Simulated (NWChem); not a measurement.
Molecule: silene (CH4Si); SMILES C=[SiH2]

All runs: NWChem. All runs use the structure optimised with PBE0-D3(BJ)/def2-TZVP. B3LYP is NWChem's, with the RPA form of VWN correlation. Ions are spin-unrestricted doublets at the neutral geometry; other ion states weren't tried.

```
level                  vertical ionisation energy, ΔSCF (eV)  −ε(HOMO) (eV)  ΔSCF minus −ε(HOMO) (eV)
---------------------  -------------------------------------  -------------  ------------------------
B3LYP/def2-SVP                                          8.84           6.32                      2.52
PBE/def2-SVP                                            8.93           5.59                      3.34
Hartree-Fock/def2-SVP                                   7.34           8.56                     -1.22
CAM-B3LYP/def2-SVP                                      8.77           7.76                      1.01
r2SCAN/def2-SVP                                            …              …                         …
```

Some entries are withheld; supply them.


- r2SCAN/def2-SVP, vertical ionisation energy, ΔSCF (eV): 8.81
- r2SCAN/def2-SVP, −ε(HOMO) (eV): 5.82
- r2SCAN/def2-SVP, ΔSCF minus −ε(HOMO) (eV): 2.99
